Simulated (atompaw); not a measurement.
# Reading a pseudo-wave (lead (Pb))

Columns: radius, all-electron u(r) and pseudo u(r) of the 6s shell (level -19.59 eV) of lead in the configuration [Xe] 4f14 5d10 6s2 6p1; LDA (PW92), scalar-relativistic, PAW (atompaw) scheme, atompaw 4.2.0.5.

```
r (bohr)  all-electron  pseudo
   0.090       -0.0808  0.0724
   0.181       -0.0521  0.1450
   0.271        0.2340  0.2154
   0.362        0.1886  0.2846
   0.452       -0.0423  0.3504
   0.542       -0.2583  0.4130
   0.633       -0.3747  0.4727
   0.723       -0.3817  0.5276
   0.813       -0.3068  0.5780
   0.904       -0.1801  0.6243
   0.994       -0.0314  0.6650
   1.085        0.1226  0.7010
   1.175        0.2659  0.7314
   1.265        0.3933  0.7567
   1.356        0.5027  0.7770
   1.446        0.5907  0.7921
   1.537        0.6601  0.8025
   1.627        0.7110  0.8081
   1.717        0.7462  0.8092
   1.808        0.7677  0.8061
   1.898        0.7774  0.7990
   1.988        0.7774  0.7882
   2.079        0.7692  0.7736
   2.169        0.7546  0.7560
   2.260        0.7347  0.7349
   2.350        0.7110  0.7110
```

(1) How many radial nodes do the two functions have?

(2) Where does each function peak?

(3) Is the pseudo-wave norm-conserving?

## Answers

(1) The all-electron 6s function has n − l − 1 = 5 (the table is too coarse to show those close to the nucleus); the pseudo-wave has 0, since the states of the same l below it are removed with the core.

(2) Outermost all-electron maximum near 1.90 bohr, pseudo maximum near 1.72 bohr (to the table’s step).

(3) No, it belongs to a PAW set: the norm inside the radius is not constrained, and the difference is carried by the augmentation charge.
